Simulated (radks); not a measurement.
Question: The mean radii <r> (bohr) of the occupied orbitals of an atom or ion are listed with their occupations. All-electron calculation, scalar-relativistic Kohn-Sham, PBEsol, spin-polarised, spherical densities, point nucleus. Program: a radial shooting solver on a logarithmic mesh with Libxc functionals.

orbital  occ.      <r>
1s up       1  0.04277
1s down     1  0.04277
2s up       1   0.1897
2s down     1   0.1897
2p up       3   0.1655
2p down     3   0.1655
3s up       1   0.5519
3s down     1   0.5518
3p up       3   0.5645
3p down     3   0.5642
3d up       5   0.5910
3d down     5   0.5891
4s up       1    1.633
4s down     1    1.633
4p up       3    1.947
4p down     1    1.974

Name the element and its charge. Open shells, if any, are filled with parallel spins first.

Answer: Z = 35, bromine, charge +1: Br+ in [Ar] 3d10 4s2 4p4. The 1s radius gives Z: for a bare nucleus <r> = (2 gamma + 1)/(2Z) with gamma = sqrt(1 - (Z/c)^2), 0.04191 bohr for Z = 35, and screening makes it slightly larger (0.04277 here). The occupations add up to 34, and the charge is Z minus that.
